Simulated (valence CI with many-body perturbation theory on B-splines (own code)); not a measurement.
**Sensitivity of CI+MBPT for As19+**

Computed by relativistic CI+MBPT: four valence electrons over a frozen Dirac-Fock core [Ne], a basis of 6 s, 6 p, 5 d, 3 f, 1 g functions for each j, with the one-electron correlation potential Σ1, the two-electron term Σ2, the three-electron term Σ3, Breit, model QED; selected CI, second order for the rest (own B-spline code, finite nucleus).

No measured spectrum was set against this ion. As an estimate, levels of excited configurations hold to 0.05 to 0.15 % of their energy, terms of the ground configuration to about 0.5 %.

The reference run has the lowest level 3s²3p² ³P_0 and an ionisation energy of 773.074 eV. Its largest variational space holds 10000 state functions.

Names give the largest LS component (configuration and term), which can be under half, so a name can repeat, a term be missing and a line seem to break the LS rules; names also repeat where a configuration has a term twice.

Changed runs:
A. scale of Σ1 1 → 0; Breit term on → off; QED terms on → off
B. box radius (bohr) 4.2144 → 4.55; scale of Σ2 1 → 0
C. orbitals per symmetry with explicit Σ2 and valence Breit (the others get mean screening factors) 5 → 3
D. logarithmic knot step 0.27 → 1.1 (bad on purpose)

Excitation energies of the reference run in cm⁻¹, and shifts in cm⁻¹:

```csv
Level,Reference,A,B,C,D
3s²3p² ³P_1,40958,+835,-153,+2.5,+9.4
3s²3p² ³P_2,62131,+1169,-68,+3.0,+5.8
3s²3p² ¹D_2,124705,+1816,-32,+8.0,+1.0
3s²3p² ¹S_0,186876,+1589,+362,+15,-43
3s3p³ ⁵S°_2,376293,+2988,-1540,-22,-2172
3s3p³ ³D°_1,474658,+2725,-373,-11,-1970
3s3p³ ³D°_2,477582,+2952,-494,-13,-1978
3s3p³ ³D°_3,493670,+3639,-583,-15,-1979
3s3p³ ³P°_0,548702,+3081,+78,-4.4,-2023
3s3p³ ³P°_1,553790,+3386,+107,-5.2,-2006
3s3p³ ³P°_2,555355,+3501,+99,-9.0,-1771
3s3p³ ¹D°_2,604768,+3971,+385,-8.1,-1302
Ionisation energy (eV),773.074,-0.382,+0.123,+0.006,+0.033
```
